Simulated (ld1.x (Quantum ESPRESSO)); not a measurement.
## Before and after: TM potential for iodine (I)

ld1.x (Quantum ESPRESSO) 7.5 input, shortened:

```
&input
   title='I', zed=53., rel=1, dft='PBESOL', iswitch=3,
   config='[Kr] 4d10 5s1.75 5p5.25 5d-2'
 /
 &inputp
   pseudotype=2, tm=.true., lloc=0,
   nlcc=.true., new_core_ps=.true.
 /
3
5P  2  1   5.25   0.00  1.80  1.80  0.0
5D  3  2  -2.00   0.30  1.95  1.95  0.0
5S  1  0   1.75   0.00  1.80  1.80  0.0
 &test
   configts(1)='5s1.75 5p5.25'
 /
```

All-electron outer shells of the reference configuration (PBEsol, scalar-relativistic, ld1.x):

```tsv
shell	level (eV)	outermost node (bohr)	outermost maximum (bohr)
4p	-127.72	0.37	0.72
4d	-50.54	0.35	0.78
5s	-17.63	0.88	1.70
5p	-7.23	0.96	2.02
```

Change: wave 5s (bound): rc 1.80 bohr becomes 5s (bound): rc 2.28 bohr.

Cutoffs: the cutoffs (Ry, on a coarse ladder) from which the occupation-weighted sum of valence levels, in a spherical-Bessel basis at the reference potential, stays within 10 and 1 mRy of its value at 400 Ry; they do not see the model core or the augmentation charge, which bear on the density cutoff. Errors are all-electron minus pseudo energies relative to the spin-unpolarised reference configuration.

Task: What does the change do?

Result: The potential gets softer (35 Ry and 70 Ry → 30 Ry and 60 Ry); both files keep a bound ghost (d); of the 7 tests that both files solve, the error grows in 3 and shrinks in 3 by more than 15 % and 0.3 meV (median size 4.5 → 3.1 meV). A larger radius leaves more room for a smooth pseudo-wave, so fewer plane waves are needed.

| quantity | base | changed |
| --- | --- | --- |
| cutoff, loose | 35 Ry | 30 Ry |
| cutoff, tight | 70 Ry | 60 Ry |
| loose cutoff by channel (10 mRy a level) | p 12 Ry, s 25 Ry | p 12 Ry, s 12 Ry |
| bound ghosts | d | d |
| error for 5s2 5p5, meV [ΔE -2.59 eV] | -0.2 | -1.1 |
| error for 5s2 5p4, meV [ΔE 8.56 eV] | -2.8 | -2.3 |
| error for 5s2 5p3, meV [ΔE 28.44 eV] | -12 | -3.1 |
| error for 5s1 5p5, meV [ΔE 19.57 eV] | -9.3 | -16 |
| error for 5s1 5p6, meV [ΔE 7.85 eV] | -4.5 | -12 |
| error for 5s2 5p5.3, meV [ΔE -4.38 eV] | +0.3 | -0.2 |
| error for 5s2 5p1, meV [ΔE 97.32 eV] | -125 | -52 |

 A true bound ghost makes a file unfit for plane-wave use even where its test errors are small: the radial tests pick states by their node count and pass the ghost by.
